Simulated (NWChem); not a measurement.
CH$_{5}$ISi; SMILES C[SiH2]I

Results from NWChem. Medium grid unless said otherwise, to which SCAN and Minnesota functionals are sensitive. Structure relaxed at the PBE-D3(BJ)/def2-SVP level. def2 effective core potentials on I; no spin-orbit coupling. Hybrids' shares of exact exchange are those that their runs print; pure functionals count as 0. The functionals differ in more than this share.

```
row                    share of exact exchange  highest occupied level (eV)
---------------------  -----------------------  ---------------------------
PBE/def2-SVP                              0.00                        -6.28
BLYP/def2-SVP                             0.00                        -6.05
B3LYP/def2-SVP                            0.20                        -7.15
r2SCAN0/def2-SVP                          0.25                        -7.67
M06/def2-SVP                              0.27                        -7.34
PW6B95/def2-SVP                           0.28                        -7.47
Hartree-Fock/def2-SVP                     1.00                     withheld
```

Problem. Fit a straight line of the last column on the one before it, predict the withheld value, and compare with the run.

Solution. 
1. Means of the 6 shown rows: x = 0.167, y = -6.993. Slope Σ(x − x̄)(y − ȳ)/Σ(x − x̄)² = -0.4276/0.08713 = -4.907; intercept -6.175.
2. The shown rows scatter about the line by 0.147 (root mean square); the largest residual is -0.27, at r2SCAN0/def2-SVP.
3. At x = 1.00 (Hartree-Fock/def2-SVP; beyond the shown range) the line gives -11.08.
4. The run gives -9.99, +1.09 from the line, 7.4 times the scatter.
